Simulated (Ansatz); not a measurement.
CH$_{6}$OSSi$_{2}$ (`OC1([SiH3])[SiH2]S1`), relaxed with RKS PBE-D4/def2-SVP in the Gaussian-basis code of Ansatz from a rough embedded geometry. The force threshold is 0.03 eV/Å; the program also tests the step.

Charge 0, multiplicity 1.

Start:

```xyz
11

O     1.606   -0.853    0.473
C     0.373   -0.121    0.357
Si   -1.002   -1.061   -0.529
Si    0.479    1.589   -0.313
S    -0.079    0.799    1.712
H     1.809   -0.945    1.498
H    -0.546   -1.360   -1.975
H    -2.225   -0.314   -0.654
H    -1.247   -2.424    0.123
H     1.640    2.405   -0.010
H    -0.807    2.284   -0.681
```

**Question.** How much energy does the relaxation release, and in how many steps? (Estimate.)

**Answer.** The calculation gave: 93.70 kJ/mol, in 15 steps, 1 of them rejected.

**Question.** Which bonds change most? (Estimate.)

**Answer.** Ansatz gave: C2–S5 from 1.699 to 1.985 Å; Si4–S5 from 2.244 to 2.120 Å; O1–H6 from 1.049 to 0.979 Å; Si3–H8 from 1.439 to 1.502 Å.

**Question.** Give the relaxed structure. (Best estimate.)

**Answer.** Ansatz gave: 
```xyz
11

O     1.499   -0.963    0.447
C     0.365   -0.198    0.248
Si   -1.022   -1.203   -0.578
Si    0.360    1.686    0.144
S    -0.393    0.686    1.855
H     2.219   -0.400    0.795
H    -0.513   -1.829   -1.849
H    -2.146   -0.261   -0.902
H    -1.501   -2.285    0.348
H     1.707    2.339    0.254
H    -0.573    2.430   -0.764
```
